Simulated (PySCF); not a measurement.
A calculated (MN15, PySCF 2.14, aug-cc-pVDZ-DK, scalar relativity by spin-free X2C-1e) atom or ion has these occupied shells.

```csv
shell,electrons,orbital energy (eV),"rms radius, mean of both spins (bohr)"
1s β,1,-5913.4,0.0734
1s α,1,-5913.3,0.0734
2s α,1,-703.91,0.320
2s β,1,-703.26,0.320
2p α,3,-607.97,0.288
2p β,3,-607.15,0.288
3s α,1,-116.69,0.961
3s β,1,-114.86,0.961
3p α,3,-89.325,1.03
3p β,3,-86.547,1.03
3d α,3,-44.303,1.20
```

**Question.** Name the element and its charge.

**Answer.** Cr³⁺ (chromium, charge +3), in [Ar] 3d3, high-spin 4F determinant.
